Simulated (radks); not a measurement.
Question: These are the eigenvalues of the occupied orbitals of an atom or ion with whole-number occupations (eV). Method: Dirac Kohn-Sham, AM05, spin-unpolarised, spherical densities, point nucleus; computed with a radial shooting solver on a logarithmic mesh with Libxc functionals.

orbital  eigenvalue
1s1/2     -82995.30
2s1/2     -14706.03
2p1/2     -14110.12
2p3/2     -12164.43
3s1/2     -3495.855
3p1/2     -3227.700
3p3/2     -2796.788
3d3/2     -2352.986
3d5/2     -2260.599
4s1/2     -774.9264
4p1/2     -660.1110
4p3/2     -555.8484
4d3/2     -368.2520
4d5/2     -348.8125
5s1/2     -127.0375
4f5/2     -107.1293
4f7/2     -102.9331
5p1/2      -89.0878
5p3/2      -70.6962
5d3/2      -20.0173
5d5/2      -18.1303
6s1/2      -14.7262

Which element is it, and in what charge state? The configuration may be excited. Open shells, if any, are shared by 2j + 1.

Answer: Z = 80, mercury, charge +1: Hg+ in [Xe] 4f14 5d10 6s1. The list shows which subshells hold electrons but not how many an open one holds; the 1s level, -3050 hartree, gives Z - s = 78.1 by -(Z - s)^2/2, which with screening and relativity narrows Z to a few neighbours, and the depths of the outer levels then fix element, charge and occupations together.
